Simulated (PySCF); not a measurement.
A GIAO shielding run with PySCF 2.14.0 with density-fitted response routines (density fitting, non-relativistic, gas phase) on `InChI=1S/C5H14O2SSi/c1-2-5(3-6,4-8)7-9/h6,8H,2-4H2,1,9H3/t5-/m1/s1`:

```
$ OMP_NUM_THREADS=1 python probes_run.py task.json out

{"job": {"kind": "nmr", "xc": "PBE0", "basis": "pcSseg-1"}, "charge": 0, "multiplicity": 1}
C     -2.519585    -0.621988     0.186800
C     -1.424336     0.417288     0.385809
C      0.000731    -0.060846     0.056269
C      0.528351    -1.004242     1.158426
O      0.599478    -0.367720     2.400196
C      0.099384    -0.779527    -1.288475
S     -0.579784     0.185390    -2.675073
O      0.807912     1.092950     0.054177
Si     2.375537     1.387691    -0.227268
H     -2.630121    -0.881247    -0.862867
H     -2.316800    -1.525444     0.756366
H     -3.464713    -0.210384     0.531427
H     -1.633902     1.288402    -0.238246
H     -1.416242     0.746511     1.427085
H      1.519143    -1.375136     0.852223
H     -0.140201    -1.856637     1.283857
H      1.037899     0.484113     2.274822
H     -0.465542    -1.708830    -1.270167
H      1.144738    -1.001705    -1.509060
H      0.086993     1.303517    -2.398989
H      2.375149     2.805515     0.090947
H      3.262944     0.604737     0.638590
H      2.748215     1.104575    -1.616771
```

Hardware: 1 thread of an Arm Neoverse N1, shared host. The job also computes population analyses, field gradients.

**Question.** How large is the calculation?

**Answer.** 90 electrons, 237 basis functions and 1275 auxiliary functions.

**Question.** How long does it take, and how much memory does it need?

**Answer.** 110 s of wall time, with 14 SCF cycles and 5 response iterations; peak memory 1.1 GiB. Times on a shared host scatter by some tens of per cent.
